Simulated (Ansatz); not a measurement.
Ideal-gas functions of C4H3IS, SMILES `Ic1cccs1` at 800 K and 1 bar, from an Ansatz frequency run at PBE0-D4/def2-TZVP.

Molar mass 210.04 g/mol, point group Cs (symmetry number 1), electronic degeneracy 1, moments of inertia 92.204, 597.658, 689.862 u Å². Harmonic wavenumbers (cm⁻¹, unscaled): 172, 186, 290, 472, 573, 645, 707, 765, 840, 871, 916, 981, 1080, 1102, 1249, 1378, 1456, 1565, 3226, 3244, 3266.

Use S(trans) = R[1.5 ln M + 2.5 ln T − 1.1517]; rotational temperatures θ = 24.2544 K / I; S(rot) = R[ln(√π/σ · √(T³/θAθBθC)) + 1.5]; for each mode x = 1.438777 ν̃/T, S = R[x/(eˣ − 1) − ln(1 − e⁻ˣ)] and H = RT x/(eˣ − 1); 1 cm⁻¹ = 0.0119627 kJ/mol; R = 8.31446 J/(mol·K).

**Question.** By hand: the entropy, in J/(mol·K).

**Answer.** Translation 196.1. Rotation: θ = 0.2631, 0.0406, 0.0352 K, giving 133.4. Vibration, mode by mode: 18.10, 17.46, 13.82, 9.92, 8.42, 7.53, 6.86, 6.29, 5.63, 5.38, 5.04, 4.59, 3.99, 3.87, 3.14, 2.62, 2.34, 2.01, 0.17, 0.17, 0.16, in all 127.5. Electronic 0.0. Sum 457.0 J/(mol·K).

**Question.** By hand: H − E and G − E in kJ/mol, counted from the electronic energy.

**Answer.** Zero-point energy ½ × 24984 × 0.0119627 = 149.4; thermal vibration 55.4; translation, rotation and pV give 4 RT = 26.6. H − E = 231.4 kJ/mol, and G − E = 231.4 − 800 × 457.0/1000 = -134.2 kJ/mol.

Vibration gives 28 % of the entropy.
